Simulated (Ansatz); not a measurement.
Start from `N[SiH](O)CBr` and change one atom or group to get `N[SiH](O)Cl`.

Ansatz, PBE0-D4/def2-TZVP geometries, multiplicity 1. Each molecule was computed in one conformer, which needn't be the lowest.

Scalar relativity is left out up to krypton.

```csv
property,`N[SiH](O)CBr`
HOMO energy (PBE/def2-TZVPP) / eV,-6.28
HOMO energy (ωB97M-V/def2-TZVPP) / eV,-9.84
LUMO energy (PBE/def2-TZVPP) / eV,-1.24
size of the dipole moment (PBE/def2-TZVPP) / D,1.71
HOMO–LUMO gap (PBE/def2-TZVPP) / eV,5.03
LUMO energy (ωB97M-V/def2-TZVPP) / eV,1.70
```

Q: What does the change do to each property? (Estimate.)

A: Ansatz gave: 
| property | `N[SiH](O)Cl` | shift |
| --- | --- | --- |
| HOMO energy (PBE/def2-TZVPP) / eV | -6.50 | -0.22 |
| HOMO energy (ωB97M-V/def2-TZVPP) / eV | -10.37 | -0.53 |
| LUMO energy (PBE/def2-TZVPP) / eV | -0.13 | 1.11 |
| size of the dipole moment (PBE/def2-TZVPP) / D | 2.51 | 0.80 |
| HOMO–LUMO gap (PBE/def2-TZVPP) / eV | 6.37 | 1.34 |
| LUMO energy (ωB97M-V/def2-TZVPP) / eV | 2.16 | 0.46 |

With PBE0 the HOMO falls by 0.38 eV and the LUMO rises by 0.99 eV, so the gap widens by about 1.37 eV. PBE moves the HOMO by -0.22 eV and ωB97M-V by -0.53 eV. Dipoles are sizes alone; their direction can turn.

Spin–orbit coupling is left out; it splits and shifts lone-pair levels of the heavy atoms by tenths of an eV.
